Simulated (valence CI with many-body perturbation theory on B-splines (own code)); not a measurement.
Energy levels of Nb¹⁰⁺

Level of theory: configuration interaction combined with many-body perturbation theory (CI+MBPT): three valence electrons over a frozen Dirac-Fock core [Ar] 3d10, radial functions for each j: 11 s, 11 p, 10 d, 8 f, 5 g, 2 h, with the one-electron correlation potential Σ1, the two-electron term Σ2, the three-electron term Σ3, Breit, model QED; selected CI, second order for the rest, scaled by the run's own slope (own B-spline code, finite nucleus).

No measured levels were compared; by estimate levels hold to about 250 cm⁻¹ or 0.2 % of their energy and the worst to 1 %, as in measured heavy ions of charge 2 to 7; those with d or f electrons hold less well.

Levels 91 to 135 of 178, with energies above the lowest level, 4s2 4p 2P°_1/2. "Leading %" is the weight of the configuration and term that name the level; weights of strongly mixed levels are sums over their largest components and can fall short. Lifetimes count E1, E2, E3, M1 and M2 decay at the calculated energies, and are blank where another channel may lead or the interval is too uncertain; long ones can be off by a factor of two.

```csv
No.,Configuration,Term,J,E (cm⁻¹),Leading %,Lifetime,Second component
91,4s 4p 4f,2G,9/2,926850,52,86.4 ps,30 % 4s 4d2 2G
92,4s 4p 4f,4D,5/2,930100,78,15.3 ps,8 % 4s 4d2 4F
93,4s 4p 4f,4D,3/2,934180,86,15.8 ps,5 % 4s 4d2 4F
94,4s 4p 4f,4D,1/2,935390,54,18.3 ps,34 % 4s 4p 5p 4D
95,4s 4p 4f,2F,5/2,937140,52,11.3 ps,19 % 4p2 4d 2F
96,4s 4p 4f,4D,1/2,940140,43,19.5 ps,35 % 4s 4p 5p 4D
97,4s 4p 5s,2P°,1/2,940380,95,8.05 ps,
98,4s 4p 5s,2P°,3/2,941380,94,9.33 ps,
99,4s 4p 4f,2F,7/2,943020,57,11.4 ps,20 % 4p2 4d 2F
100,4s 4p 5p,4D,3/2,944650,60,22.2 ps,25 % 4s 4p 5p 2P
101,4s 4p 4f,2D,5/2,951050,33,12.2 ps,30 % 4s 4d2 2D
102,4s 4d2,4F,3/2,951360,56,9.05 ps,12 % 4s 4p 4f 4F
103,4s 4p 5p,4P,3/2,952070,31,27.3 ps,24 % 4s 4p 5p 2P
104,4s 4p 5p,4P,1/2,952150,87,64.5 ps,5 % 4s 4d2 4P
105,4s 4d2,4F,5/2,954050,66,8.10 ps,22 % 4s 4p 4f 4F
106,4s 4d2,2D,3/2,954220,31,10.3 ps,19 % 4s 4p 4f 2D
107,4s 4p 5p,2P,1/2,954610,62,18.6 ps,28 % 4s 4p 5p 4D
108,4s 4d2,4F,7/2,955650,73,7.98 ps,23 % 4s 4p 4f 4F
109,4s 4p 5p,4D,5/2,956150,79,27.6 ps,12 % 4s 4p 5p 4P
110,4s 4d2,4F,9/2,957300,76,8.10 ps,22 % 4s 4p 4f 4F
111,4s 4d2,4P,1/2,958100,93,8.65 ps,4 % 4s 4p 5p 4P
112,4s 4d2,4P,3/2,958520,91,12.7 ps,
113,4s 4d2,4P,5/2,960020,95,11.3 ps,
114,4s 4p 5p,4P,3/2,962300,47,16.7 ps,20 % 4s 4p 5p 2D
115,4s 4p 4f,2G,7/2,968010,51,14.1 ps,21 % 4s 4p 4f 2F
116,4s 4p 5p,2D,3/2,969010,49,20.0 ps,18 % 4s 4p 5p 4S
117,4s 4p 5p,4P,5/2,969800,66,22.5 ps,17 % 4s 4p 5p 2D
118,4s 4p 4f,2F,5/2,971150,61,18.1 ps,29 % 4s 4d2 2F
119,4s 4p 5p,4D,7/2,972240,97,27.3 ps,
120,4s 4p 4f,2F,7/2,975000,39,17.1 ps,28 % 4s 4d2 2F
121,4s 4p 5p,4S,3/2,977980,61,25.2 ps,19 % 4s 4p 5p 2P
122,4s 4p 4f,2G,9/2,980070,82,12.7 ps,11 % 4s 4d2 2G
123,4s 4p 5p,2D,5/2,982560,78,20.9 ps,18 % 4s 4p 5p 4P
124,4s 4p 4f,2D,5/2,992530,45,8.86 ps,30 % 4s 4d2 2D
125,4s 4p 5p,2S,1/2,994660,86,21.1 ps,6 % 4s 4p 5p 2P
126,4s 4p 4f,2D,3/2,999770,50,9.17 ps,33 % 4s 4d2 2D
127,4s 4d2,2S,1/2,1016100,76,9.09 ps,11 % 4s 4d2 2P
128,4s 4p 4f,2D,3/2,1017300,70,9.82 ps,14 % 4s 4d2 2D
129,4s 4p 4f,2D,5/2,1018600,70,9.84 ps,20 % 4s 4d2 2D
130,4s 4d2,2P,1/2,1021600,63,9.76 ps,10 % 4p2 4d 2P
131,4s 4d2,2P,3/2,1023500,77,8.84 ps,13 % 4p2 4d 2P
132,4s 4d2,2G,9/2,1023700,45,6.90 ps,38 % 4s 4p 4f 2G
133,4s 4d2,2G,7/2,1025500,38,7.02 ps,38 % 4s 4p 4f 2G
134,4s2 6s,2S,1/2,1025800,53,9.42 ps,14 % 4s 4p 5p 2S
135,4s 4d2,2F,5/2,1028600,47,5.99 ps,30 % 4s 4p 4f 2F
```

Names give the largest LS component (configuration and term), which can be under half, so a name can repeat, a term be missing and a line seem to break the LS rules; names also repeat where a configuration has a term twice.

Where two levels of one J and parity lie close, their mixing, g and order are uncertain.
